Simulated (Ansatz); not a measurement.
Two isomers of CH6BFOSi: A = `OC([SiH3])BF`, B = `CB(F)O[SiH3]`.

Gas-phase electronic energies from Ansatz, PBE0-D4/def2-TZVP geometries. CCSD(T)/CBS adds triple-zeta CCSD(T) − MP2 to the extrapolated MP2 energy (def2 sets, frozen cores). DFT in def2-TZVPP. B3LYP here is the variant with VWN-RPA as its local correlation; programs differ in this. Each species was taken in one conformer, which may not be the lowest.

A:

Z-matrix (Å, degrees):
```
C
Si 1 1.913
B 1 1.547 2 106.9
O 1 1.417 2 110.7 3 124.4
H 1 1.105 2 104.7 3 -113.7
H 2 1.486 1 111.4 3 68.1
H 2 1.490 1 106.0 3 -172.8
H 2 1.485 1 111.0 3 -54.8
F 3 1.320 1 121.4 2 112.5
H 3 1.201 1 120.6 2 -64.9
H 4 0.961 1 109.0 2 54.8
```

B:

```xyz
11

C    -0.6441   -1.7868    0.8284
B    -0.2114   -0.3111    0.5698
F    -0.2279    0.5629    1.5886
O     0.1851    0.1436   -0.6392
Si    0.6821    1.6416   -1.1498
H    -1.6645   -1.8181    1.2224
H    -0.0101   -2.2366    1.5985
H    -0.5955   -2.4025   -0.0689
H    -0.4000    2.6366   -0.9504
H     0.9902    1.5101   -2.5921
H     1.8963    2.0603   -0.4073
```

(1) Which is lower in electronic energy at CCSD(T)/CBS, and by how much? (An estimate is asked.)

(2) Give E(B) − E(A) in kcal/mol with r2SCAN-D4, CCSD/def2-TZVPP, B2PLYP, B3LYP, MP2/def2-TZVPP, PBE0-D4, B3LYP-D4. (Best estimate.)

Largest T1 diagnostic: 0.013.

Answers

(1) Computed: B, by 83.9 kcal/mol.

(2) The calculation gave: r2SCAN-D4 -83.2, CCSD/def2-TZVPP -84.8, B2PLYP -84.8, B3LYP -83.7, MP2/def2-TZVPP -85.6, PBE0-D4 -80.4, B3LYP-D4 -83.0. None reverses the order clearly.

In def2-TZVPP, CCSD(T) changes the Hartree–Fock value by +6.7 kcal/mol (the triples alone add +1.1 kcal/mol) and MP2 by +4.8 kcal/mol. From PBE to PBE0 (25 % exact exchange), in def2-TZVPP and without D4, E(B) − E(A) moves by −3.1 kcal/mol.
